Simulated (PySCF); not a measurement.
Compound: C2H7F2NSi.
Structure used (PBE0-D3(BJ)/def2-SVP), in Å, numbered top down from 1:
```xyz
13
C2H7F2NSi angstrom
N      2.360   -0.120   -0.118
Si     0.765   -0.665   -0.518
C     -0.467    0.489    0.334
C     -1.883    0.348   -0.142
F     -2.283   -0.947   -0.046
F     -2.728    1.085    0.619
H      3.131   -0.775   -0.182
H      2.661    0.805   -0.405
H      0.649   -2.064   -0.016
H      0.421   -0.665   -1.982
H     -0.444    0.297    1.420
H     -0.147    1.533    0.186
H     -2.021    0.660   -1.194
```

Theory: PySCF 2.14.0, PBE0-D3(BJ)/def2-SVP geometry optimisation, gas phase.

Take the most abundant isotopes and a rigid rotor. The values belong to one conformer with, in the numbering `[NH2:1][SiH2:2][CH2:3][CH:4]([F:5])[F:6]`, H–N1–Si2–C3 158° and -62°, N1–Si2–C3–C4 167°, Si2–C3–C4–F5 54°.

Task: Give the principal moments of inertia and the rotational constants in MHz.

Result: Ia = 72.53, Ib = 390.66, Ic = 442.58 u·Å²; 505379 MHz·u·Å²/I gives A = 6968, B = 1294, C = 1142 MHz.

Task: What kind of rotor is it?

Result: A near-prolate asymmetric top; Ray's κ = -0.948.

Task: What does the inertial defect say?

Result: Not planar: Δ = Ic − Ia − Ib = -20.61 u·Å². For a rigid frame Δ = −2 Σ m c², so Σ m c² = 10.31 u·Å² lies off the ab plane: 7.07 from hydrogen and 3.23 from heavier atoms. The atom farthest from that plane is 1.51 Å away.

Task: Where do the levels up to J = 3 lie, in MHz?

Result: Above 0(0,0):
J = 1: 1(0,1) 2436, 1(1,1) 8110, 1(1,0) 8262
J = 2: 2(0,2) 7304, 2(1,2) 12829, 2(1,1) 13284, 2(2,1) 30307, 2(2,0) 30310
J = 3: 3(0,3) 14598, 3(1,3) 19906, 3(1,2) 20817, 3(2,2) 37614, 3(2,1) 37629, 3(3,1) 66367, 3(3,0) 66367

Task: Which types of transition are allowed, and where do some lines up to J = 2 fall?

Result: The dipole components are |μa| = 2.80 D, |μb| = 1.23 D, |μc| = 1.19 D. Intensities carry the squares of the components, which stand as 1.00 : 0.19 : 0.18 (a : b : c). Some lines, for components of 0.1 D or more:

```json
{"type": "a", "branch": "Q", "J(Ka,Kc)": "2(1,1) ← 2(1,2)", "MHz": "455", "lower level (cm⁻¹)": "0.428"}
{"type": "a", "branch": "R", "J(Ka,Kc)": "1(0,1) ← 0(0,0)", "MHz": "2436", "lower level (cm⁻¹)": "0.000"}
{"type": "a", "branch": "R", "J(Ka,Kc)": "2(1,2) ← 1(1,1)", "MHz": "4719", "lower level (cm⁻¹)": "0.271"}
{"type": "a", "branch": "R", "J(Ka,Kc)": "2(0,2) ← 1(0,1)", "MHz": "4868", "lower level (cm⁻¹)": "0.081"}
{"type": "a", "branch": "R", "J(Ka,Kc)": "2(1,1) ← 1(1,0)", "MHz": "5023", "lower level (cm⁻¹)": "0.276"}
{"type": "c", "branch": "Q", "J(Ka,Kc)": "2(1,2) ← 2(0,2)", "MHz": "5526", "lower level (cm⁻¹)": "0.244"}
{"type": "c", "branch": "Q", "J(Ka,Kc)": "1(1,1) ← 1(0,1)", "MHz": "5674", "lower level (cm⁻¹)": "0.081"}
{"type": "b", "branch": "Q", "J(Ka,Kc)": "1(1,0) ← 1(0,1)", "MHz": "5826", "lower level (cm⁻¹)": "0.081"}
{"type": "b", "branch": "Q", "J(Ka,Kc)": "2(1,1) ← 2(0,2)", "MHz": "5981", "lower level (cm⁻¹)": "0.244"}
{"type": "b", "branch": "R", "J(Ka,Kc)": "1(1,1) ← 0(0,0)", "MHz": "8110", "lower level (cm⁻¹)": "0.000"}
{"type": "c", "branch": "R", "J(Ka,Kc)": "1(1,0) ← 0(0,0)", "MHz": "8262", "lower level (cm⁻¹)": "0.000"}
{"type": "b", "branch": "R", "J(Ka,Kc)": "2(1,2) ← 1(0,1)", "MHz": "10394", "lower level (cm⁻¹)": "0.081"}
{"type": "c", "branch": "R", "J(Ka,Kc)": "2(1,1) ← 1(0,1)", "MHz": "10849", "lower level (cm⁻¹)": "0.081"}
{"type": "c", "branch": "Q", "J(Ka,Kc)": "2(2,1) ← 2(1,1)", "MHz": "17023", "lower level (cm⁻¹)": "0.443"}
{"type": "b", "branch": "Q", "J(Ka,Kc)": "2(2,0) ← 2(1,1)", "MHz": "17026", "lower level (cm⁻¹)": "0.443"}
{"type": "b", "branch": "Q", "J(Ka,Kc)": "2(2,1) ← 2(1,2)", "MHz": "17478", "lower level (cm⁻¹)": "0.428"}
{"type": "b", "branch": "R", "J(Ka,Kc)": "2(2,1) ← 1(1,0)", "MHz": "22046", "lower level (cm⁻¹)": "0.276"}
{"type": "c", "branch": "R", "J(Ka,Kc)": "2(2,0) ← 1(1,0)", "MHz": "22049", "lower level (cm⁻¹)": "0.276"}
{"type": "c", "branch": "R", "J(Ka,Kc)": "2(2,1) ← 1(1,1)", "MHz": "22197", "lower level (cm⁻¹)": "0.271"}
{"type": "b", "branch": "R", "J(Ka,Kc)": "2(2,0) ← 1(1,1)", "MHz": "22200", "lower level (cm⁻¹)": "0.271"}
```

Task: Estimate the classical rotational partition function at 25 K, 298.15 K and 500 K.

Result: Point group C1, symmetry number σ = 1; q = (√π/σ)·√((kT/h)³/(ABC)), k/h = 20836.6 MHz/K: 6570 at 25 K, 271000 at 298.15 K, 587000 at 500 K.

Stationary, but not proved a minimum. These are rigid-rotor constants of the computed structure; measured ground-state constants (B0) also hold zero-point vibration. A rigid rotor knows nothing of inversion at nitrogen, which can split or shift real lines. Quadrupole hyperfine structure (14N) is left out.

Time: 65 s wall; peak memory 0.52 GiB. Hardware: an Arm Neoverse V2 with one thread, no GPU (shared host). These figures are those of the optimisation.
